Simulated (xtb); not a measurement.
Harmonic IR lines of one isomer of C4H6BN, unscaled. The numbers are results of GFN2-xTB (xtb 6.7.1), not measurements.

```tsv
wavenumber (cm⁻¹)	relative intensity
317	3.7
859	100
877	29
895	15
945	6.0
990	8.4
1190	28
1244	40
1271	8.6
1398	3.3
1426	11
1668	9.3
2374	86
2652	52
2694	69
2927	8.4
2964	14
3103	5.7
3132	15
```

**Question.** Identify which structure gives these lines.
A. `B/C(C#N)=C/C`
B. `BCC(=C)C#N`
C. `B/C(C#N)=C\C`
D. `B/C(C)=C/C#N`

**Answer.** B, `BCC(=C)C#N`
